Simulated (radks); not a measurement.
Results of a calculation; reference values are marked as such.
Isoelectronic series with 9 electrons, all held in the configuration [He] 2s2 2p5, which need not be the ground one along the series. Code: a radial shooting solver on a logarithmic mesh with Libxc functionals. Model: non-relativistic Kohn-Sham, LDA (Slater exchange, Perdew-Wang correlation), spin-polarised, spherical densities, point nucleus; open shells are filled with parallel spins first. Total energies (hartree) and orbital eigenvalues (eV):

[
 {"ion": "F", "E (hartree)": "-99.11120", "2p down": "-10.4456", "2p up": "-12.0256", "2s down": "-28.6812", "2s up": "-30.3089"},
 {"ion": "Ne+", "E (hartree)": "-127.41475", "2p down": "-31.3881", "2p up": "-33.3514", "2s down": "-54.1261", "2s up": "-56.0361"},
 {"ion": "Mg3+", "E (hartree)": "-195.32445", "2p down": "-94.8348", "2p up": "-97.5639", "2s down": "-126.7447", "2s up": "-129.2498"},
 {"ion": "Al4+", "E (hartree)": "-234.91763", "2p down": "-137.0191", "2p up": "-140.1296", "2s down": "-173.5520", "2s up": "-176.3575"},
 {"ion": "Si5+", "E (hartree)": "-278.26587", "2p down": "-186.0991", "2p up": "-189.5904", "2s down": "-227.2674", "2s up": "-230.3739"},
 {"ion": "P6+", "E (hartree)": "-325.36767", "2p down": "-242.0472", "2p up": "-245.9190", "2s down": "-287.8592", "2s up": "-291.2667"},
 {"ion": "S7+", "E (hartree)": "-376.22205", "2p down": "-304.8460", "2p up": "-309.0981", "2s down": "-355.3071", "2s up": "-359.0159"},
 {"ion": "Cl8+", "E (hartree)": "-430.82834", "2p down": "-374.4838", "2p up": "-379.1161", "2s down": "-429.5980", "2s up": "-433.6080"},
 {"ion": "Ar9+", "E (hartree)": "-489.18606", "2p down": "-450.9525", "2p up": "-455.9650", "2s down": "-510.7225", "2s up": "-515.0338"},
 {"ion": "K10+", "E (hartree)": "-551.29487", "2p down": "-534.2462", "2p up": "-539.6389", "2s down": "-598.6740", "2s up": "-603.2867"},
 {"ion": "Ca11+", "E (hartree)": "-617.15453", "2p down": "-624.3605", "2p up": "-630.1334", "2s down": "-693.4476", "2s up": "-698.3616"},
 {"ion": "Sc12+", "E (hartree)": "-686.76483", "2p down": "-721.2922", "2p up": "-727.4454", "2s down": "-795.0397", "2s up": "-800.2551"},
 {"ion": "Ti13+", "E (hartree)": "-760.12565", "2p down": "-825.0387", "2p up": "-831.5723", "2s down": "-903.4474", "2s up": "-908.9643"},
 {"ion": "V14+", "E (hartree)": "-837.23686", "2p down": "-935.5980", "2p up": "-942.5121", "2s down": "-1018.669", "2s up": "-1024.487"},
 {"ion": "Cr15+", "E (hartree)": "-918.09837", "2p down": "-1052.969", "2p up": "-1060.263", "2s down": "-1140.701", "2s up": "-1146.821"}
]
